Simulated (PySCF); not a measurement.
## How methods differ on the ionisation energy of Tc

Tc [Kr] 4d5 5s2 (6S) → Tc⁺ [Kr] 4d5 5s1 (7S), as a difference of total energies. Calculation: PySCF 2.14, in cc-pVTZ-PP with ECP28MDF (5s5p4d2f1g, 63 functions); scalar relativity through the core potential. Correlated levels: valence: 4s2 4p6 frozen. The calculations carry no spin-orbit coupling.

Q: Order these methods by the ionisation energy they give, lowest first.
A. UHF
B. B3LYP
C. MP2 (valence)
D. SCS-MP2 (valence)

A: A (5.537 eV), C (6.673 eV), D (6.931 eV), B (7.250 eV).

Errors of the correlated levels include the incompleteness of this basis and the frozen core.

MP2 underrates the near-degeneracy of ns² with np² in the lower species.

For comparison: 7.119 eV (measured; NIST Atomic Spectra Database, ionization energies).
